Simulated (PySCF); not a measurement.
## How the method changes the constants of LiTl⁺

State: ²Σ⁺ (doublet), unpaired electrons σ ↑. Set-up: basis Li def2-SVPD, Tl def2-SVPD with ECP60; scalar-relativistic core potentials; PySCF 2.14. De refers to Li⁺ + Tl in their high-spin ground configurations, without counterpoise correction. The functionals are run spin-unrestricted. A positive dipole points towards Tl; it is taken about the centre of mass and depends on that origin.

| Level | Re (Å) | ωe (cm⁻¹) | De (eV) | μ (D) | CPU s a point (SCF and correlation, without the integrals) |
| --- | --- | --- | --- | --- | --- |
| UHF | 3.390 | 160 | n/a | -9.60 | 0.07 |
| UHF-MP2 | 3.335 | 169 | n/a | n/a | 0.11 |
| UHF-SCS-MP2 | 3.355 | 166 | n/a | n/a | n/a |
| UHF-CCSD | 3.337 | 170 | n/a | n/a | n/a |
| UHF-CCSD(T) | 3.333 | 170 | n/a | n/a | 2 |
| PBE | 3.377 | 154 | n/a | -9.10 | 0.28 |
| r²SCAN | 3.309 | 170 | n/a | -9.50 | 0.37 |
| TPSSh | 3.351 | 160 | n/a | -9.23 | 0.43 |
| r²SCANh | 3.290 | 173 | n/a | -9.50 | 0.4 |
| PBE0 | 3.321 | 163 | n/a | -9.22 | 0.52 |
| BHandHLYP | 3.267 | 170 | n/a | -9.28 | 0.23 |

What does the triples do here, going from UHF-CCSD to UHF-CCSD(T)?

UHF-CCSD(T) less UHF-CCSD: -0.4 pm in Re, +0.0 % in ωe. Correlation nearly always deepens the well. The bond shortens, as in weak, metallic or heavy-atom bonds, where dispersion and the correlation of outer-core electrons pull the atoms together.

Correlated steps freeze 4 core orbitals. Spin–orbit coupling is left out, which matters for elements this heavy, above all for dissociation energies. The state was picked by a PBE0 search and need not be the measured ground state.

The whole job (state search and all levels along the bond) took about 0.97 min on 1 thread of Intel Xeon Platinum 8375C @ 2.90GHz (shared host), peak memory 0.49 GiB.
